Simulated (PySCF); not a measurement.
Species: C4H5BF2SSi.
SMILES with atom numbers: `[F:1][B:2]([F:3])[SiH2:4][c:5]1[cH:6][cH:7][cH:8][s:9]1` (hydrogens: H10, H11 on Si4; H12 on C6; H13 on C7; H14 on C8)

Structure used (PBE0-D3(BJ)/def2-SVP), in Å, numbered top down from 1:
```
atom  x, y, z in Å
F1    -2.2374    1.9298    0.1784
B2    -2.6763    0.7662    0.6261
F3    -3.9200    0.7480    1.0625
Si4   -1.5509   -0.9279    0.6462
C5     0.2469   -0.5090    0.3829
C6     0.7802    0.6991   -0.0231
C7     2.1960    0.6810   -0.1412
C8     2.7292   -0.5418    0.1772
S9     1.5113   -1.6628    0.6169
H10   -1.7522   -1.6290    1.9521
H11   -2.0645   -1.8490   -0.4186
H12    0.1652    1.5761   -0.2309
H13    2.7969    1.5386   -0.4465
H14    3.7780   -0.8375    0.1799
```

Computed with PySCF at PBE0/pcSseg-1 and CAM-B3LYP/def2-SVPD, non-relativistic, on one gas-phase PBE0-D3(BJ)/def2-SVP geometry that isn't relaxed in the solvent. The solvent is an IEF-PCM continuum (van der Waals radii × 1.2). The model holds no explicit solvent molecules, cavitation or dispersion.

Gas phase at PBE0/pcSseg-1: HOMO -7.13 eV, LUMO -1.26 eV, dipole 1.32 D.

Task: What does the continuum do to the energy, the frontier levels and the dipole at PBE0/pcSseg-1 in acetone and dimethylsulfoxide?

Result: 
| solvent | ε | E(solvent) − E(gas) (kcal/mol) | polarisation term (kcal/mol) | distortion of the solute (kcal/mol) | HOMO (eV) | LUMO (eV) | dipole (D) |
| --- | --- | --- | --- | --- | --- | --- | --- |
| acetone | 20.49 | -3.14 | -3.37 | 0.23 | -7.07 | -1.14 | 1.54 |
| dimethylsulfoxide | 46.83 | -3.30 | -3.55 | 0.25 | -7.07 | -1.14 | 1.55 |

The first energy column is the sum of the next two and covers electrostatics alone. From acetone to dimethylsulfoxide the lowering changes by a factor 1.05, Onsager's factor (ε − 1)/(2ε + 1) by 1.04 and ε itself by 2.3.

Task: Which radius a makes the point-dipole formula ΔE = −[(ε − 1)/(2ε + 1)]·μ²/a³ give the value in dimethylsulfoxide, with the gas-phase dipole?

Result: μ = 0.519 au and |ΔE| = 0.00525 Eh give a = 1.54 Å; the farthest nucleus lies 4.06 Å from the centroid of the nuclei, so such a sphere wouldn't even hold the nuclei. The formula assumes a rigid point dipole at the centre of a sphere.

Task: Give the dipole vector in the frame of the coordinates (D, pointing from negative to positive charge), gas and dimethylsulfoxide.

Result: Gas (1.29, -0.03, -0.27), solvent (1.51, 0.02, -0.34). Its length changes by +18 % and its direction by 2°.

Task: Which Hirshfeld charges (PBE0/pcSseg-1) respond most in acetone (means over atoms taken as equivalent)?

Result: 
```tsv
atoms	environment	gas (e)	solvent (e)	change
H14	aromatic hydrogen	+0.059	+0.069	+0.010
S9	thiophene-type sulfur	+0.110	+0.100	-0.010
H13	aromatic hydrogen	+0.058	+0.065	+0.007
B2	three-coordinate boron	+0.239	+0.245	+0.006
C5	substituted aromatic carbon	-0.136	-0.141	-0.005
F1/F3	boron-bound fluorine	-0.130	-0.134	-0.004
```

Task: How do the nuclear quadrupole coupling constants eQVzz/h respond in acetone?

Result: 
```tsv
nucleus	Q (barn)	gas (MHz)	solvent (MHz)	η gas	η solvent
11B at B2	0.04059	3.51	3.54	0.52	0.54
33S at S9	-0.06781	-29.35	-29.09	0.47	0.45
```

Gas phase at CAM-B3LYP/def2-SVPD: HOMO -8.35 eV, LUMO -0.23 eV, dipole 1.44 D.

Task: What does the continuum do to the energy, the frontier levels and the dipole at CAM-B3LYP/def2-SVPD in acetone?

Result: 
```json
{"solvent": "acetone", "ε": "20.49", "E(solvent) − E(gas) (kcal/mol)": "-3.00", "polarisation term (kcal/mol)": "-3.28", "distortion of the solute (kcal/mol)": "0.28", "HOMO (eV)": "-8.25", "LUMO (eV)": "-0.09", "dipole (D)": "1.71"}
```

Task: How does the static polarisability (CAM-B3LYP/def2-SVPD, frozen core, with the continuum's full static response) change?

Result: 
```json
{"medium": "gas", "isotropic (au)": "103.1", "principal values (au)": "71.7, 108.4, 129.2", "⟨r²⟩ of the electrons (bohr²)": "1997.6"}
{"medium": "acetone", "isotropic (au)": "140.2", "principal values (au)": "100.2, 153.3, 167.1", "⟨r²⟩ of the electrons (bohr²)": "1997.2"}
```

The isotropic value in acetone is 1.36 times the gas-phase one; no cavity-field correction is applied. ⟨r²⟩ is taken about the centre of nuclear charge.
